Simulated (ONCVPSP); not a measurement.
**S, ONCV: configuration errors across variants**

S, optimised norm-conserving Vanderbilt (ONCV), made with ONCVPSP 4.0.1 (revPBE, scalar-relativistic). Core [Ne], reference 3s2 3p4. Waves: 3s: rc 1.50 bohr, ncon 5, nbas 8, qcut 4.6 1/bohr, 2 projectors, debl 3.5 Ha; 3p: rc 1.50 bohr, ncon 4, nbas 8, qcut 6.1 1/bohr, 2 projectors, debl 2.6 Ha; d scattering state at 0.28 Ha: rc 1.35 bohr, ncon 4, nbas 7, qcut 6.7 1/bohr, 2 projectors, debl 3 Ha. Local part: polynomial inside 0.85 bohr (lpopt 4, dvloc0 0 Ha). Core correction: polynomial model core, fcfact 0.25.

All-electron excitation energies from the reference (eV): (1) 3s2 3p3 11.743; (2) 3s2 3p2 34.005; (3) 3s2 3p1 68.020; (4) 3s2 3p3.5 4.646.

Errors AE − PS in meV (a dash: test not solved or not reliable):

| change | (1) | (2) | (3) | (4) | bound ghosts | GHOST(+) flags above zero |
| --- | --- | --- | --- | --- | --- | --- |
| base | +0.9 | +12 | +53 | -0.1 | none | s |
| core correction polynomial model core, fcfact 0.65 | +0.9 | +12 | +51 | -0.1 | none | s |
| core correction polynomial model core, fcfact 0.48 | +0.9 | +12 | +52 | -0.1 | none | s |
| all radii but the core radius scaled by about 0.92 (s 1.38, p 1.38, d 1.24 bohr); local potential polynomial inside 0.78 bohr (lpopt 4, dvloc0 0 Ha) | +1.0 | +12 | +52 | 0.0 | none | s |

Question: Give the same row for: s: ncon 3, nbas 6.

Answer: +1.2, +14, +61, 0.0; bound ghosts: none; GHOST(+) flags above zero: s.
